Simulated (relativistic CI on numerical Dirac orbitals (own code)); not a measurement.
Cs29+: q coefficients and field-shift factors

Computed by Dirac-Coulomb-Breit CI, orbitals from a KLI potential per configuration, derivatives by finite differences, unscaled Slater integrals, QED left out (own radial code, finite nucleus).

Configuration list (outside the closed core [Ne]): 3s2 3p6 3d8, 3s2 3p5 3d9, 3s2 3p4 3d10, 3s 3p6 3d9, 3p6 3d10, 3s 3p5 3d10, 3s2 3p6 3d7 4s, 3s2 3p6 3d7 4p. Levels of other configurations are missing.

With x = (α/α₀)² − 1 an excitation energy changes as ω = ω₀ + qx; K = 2q/ω₀ is the relative enhancement. Terms are leading LS components, so labels can repeat. The field-shift factor is F = δν/δ⟨r²⟩ for the transition from the lowest level.

Lowest level 3s2 3p6 3d8 3F_4.

| Level | ω₀ (cm⁻¹) | q (cm⁻¹) | F (GHz/fm²) |
| --- | --- | --- | --- |
| 3s2 3p6 3d8 1D_2 | 48381 | 358.2 | 0.00755 |
| 3s2 3p6 3d8 3F_3 | 112077 | 118400 | 1.2 |
| 3s2 3p6 3d8 3P_0 | 135329 | 22290 | 0.462 |
| 3s2 3p6 3d8 3P_2 | 159060 | 123500 | 1.34 |
| 3s2 3p6 3d8 3P_1 | 188221 | 121400 | 1.38 |
| 3s2 3p6 3d8 1G_4 | 200170 | 111400 | 1.36 |
| 3s2 3p6 3d8 1D_2 | 262743 | 233400 | 2.36 |
| 3s2 3p6 3d8 1S_0 | 401318 | 222000 | 2.58 |
| 3s2 3p5 3d9 3F°_4 | 2031211 | 159000 | 6.84 |
| 3s2 3p5 3d9 1D°_2 | 2079871 | 172000 | 6.78 |
| 3s2 3p5 3d9 3D°_3 | 2153933 | 197300 | 7.32 |
| 3s2 3p5 3d9 3P°_1 | 2218170 | 194700 | 5.93 |
| 3s2 3p5 3d9 3D°_2 | 2238070 | 276900 | 7.95 |

At this charge energies of transitions that change n are usually good to better than 1 %, and those within a shell (Δn = 0) to a few per cent. Terms inside the open d or f shell come out 10 to 20 % too wide with unscaled integrals.

(1) Which transition from the lowest level has the largest |K|?

Answers

(1) 3s2 3p6 3d8 3F_3 at 112077 cm⁻¹, K = 2.11.
